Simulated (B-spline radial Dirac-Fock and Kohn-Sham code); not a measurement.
# Relativistic shifts of the levels of Mg⁴⁺

System: magnesium as Mg⁴⁺, [He] 2s2 2p4.

Both columns are ΔSCF binding energies of the configuration average from a radial B-spline solver: non-relativistic Hartree-Fock with a point nucleus, and Dirac-Fock with a finite nucleus and the Coulomb interaction alone, averaged over the two j levels with weights 2j+1.

| shell | Hartree-Fock (eV) | Dirac-Fock (eV) | shift (eV) | shift (%) |
| --- | --- | --- | --- | --- |
| 1s | 1417.3 | 1419.8 | +2.59 | +0.18 |
| 2s | 178.1 | 178.5 | +0.43 | +0.24 |
| 2p | 144.4 | 144.5 | +0.02 | +0.01 |

Relativity binds 1s, 2s, 2p more strongly, among those listed most of all 2s in relative terms.

Values without a named source are computed, but for edge energies of neutral atoms, which are taken from tables.
